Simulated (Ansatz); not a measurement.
Ansatz (a program for electronic structure) input (r2SCANh/def2-TZVPD):

Ansatz 0.2 input:
```yaml
crystal:
  periodic: [false, false, false]
  atoms:
    - {symbol: C, position_ang: [-2.37947966, 0.62039422, 0.47867800]}
    - {symbol: C, position_ang: [-1.04680415, 0.22331405, 0.04667437]}
    - {symbol: C, position_ang: [0.03519302, 0.37051156, 1.10161967]}
    - {symbol: C, position_ang: [1.42988444, -0.01733315, 0.65585634]}
    - {symbol: Cl, position_ang: [2.02579702, 1.04823905, -0.68027822]}
    - {symbol: Cl, position_ang: [-1.14802285, -1.60461947, -0.44972021]}
    - {symbol: H, position_ang: [-3.14188016, 0.85250001, -0.25027647]}
    - {symbol: H, position_ang: [-2.67357616, 0.50256658, 1.51299921]}
    - {symbol: H, position_ang: [-0.75439638, 0.68977148, -0.88969999]}
    - {symbol: H, position_ang: [-0.22742377, -0.24091218, 1.96995819]}
    - {symbol: H, position_ang: [0.03764626, 1.41441437, 1.42710545]}
    - {symbol: H, position_ang: [1.46240865, -1.03333443, 0.27408625]}
    - {symbol: H, position_ang: [2.14229847, 0.09214127, 1.46883021]}
basis:
  gaussian:
    orbitals: def2-TZVPD
hamiltonian:
  xc: {name: r2SCANh}
magnetization: {spin_polarized: true, initial_magnetization: 1}
output: {forces: true}
```

End of the output:

```
integrals: 0.35 GiB planned
1613 factors; their error is unknown
0.46 GiB of the device are held for the grids
2.05 GiB of device memory are held for the factors and their scratch space
mean field: 2.70 GiB planned
mean field evaluation 1: about -29291.4587 eV, gradient 5.0e1 eV
mean field evaluation 2: about -29273.7959 eV, gradient 7.4e1 eV
mean field evaluation 4: about -29304.0863 eV, gradient 5.0e0 eV
mean field evaluation 8: about -29304.2092 eV, gradient 3.0e-1 eV
mean field evaluation 16: about -29304.1802 eV, gradient 1.8e-3 eV
mean field -29304.18019775 eV, -1076.9087591805 hartree, gradient 5.7e-5 eV, S^2 0.758940; 0 other end points of the search recorded, 0 dependent functions left out
the calculation of the forces begins
reference -29304.18022980 eV, -1076.9087603584 hartree; 33, 32 occupied and 270, 271 virtual orbitals, 1613 factors
Total energy: -29304.18022980 eV, -1076.9087603584 hartree
Atom 0 at    -2.379480     0.620394     0.478678 Å, force     0.000704    -0.010149     0.015143 eV/Å
Atom 1 at    -1.046804     0.223314     0.046674 Å, force     0.080812    -0.220318     0.026328 eV/Å
Atom 2 at     0.035193     0.370512     1.101620 Å, force     0.020871    -0.046608    -0.139265 eV/Å
Atom 3 at     1.429884    -0.017333     0.655856 Å, force    -0.061504     0.139120    -0.101950 eV/Å
Atom 4 at     2.025797     1.048239    -0.680278 Å, force    -0.103204    -0.141081     0.188452 eV/Å
Atom 5 at    -1.148023    -1.604619    -0.449720 Å, force     0.025411     0.276478     0.092178 eV/Å
Atom 6 at    -3.141880     0.852500    -0.250276 Å, force     0.011014    -0.005486    -0.005371 eV/Å
Atom 7 at    -2.673576     0.502567     1.512999 Å, force     0.015201    -0.005155     0.003961 eV/Å
Atom 8 at    -0.754396     0.689771    -0.889700 Å, force     0.020874     0.007608    -0.032242 eV/Å
Atom 9 at    -0.227424    -0.240912     1.969958 Å, force     0.002123    -0.010784    -0.002761 eV/Å
Atom 10 at     0.037646     1.414414     1.427105 Å, force    -0.013158     0.011643    -0.011455 eV/Å
Atom 11 at     1.462409    -1.033334     0.274086 Å, force    -0.003975    -0.011793    -0.024827 eV/Å
Atom 12 at     2.142298     0.092141     1.468830 Å, force     0.004834     0.016524    -0.008191 eV/Å
Dipole moment:    -0.158492     0.202779     0.459569 e Å
```

It need not be the lowest isomer of its formula.
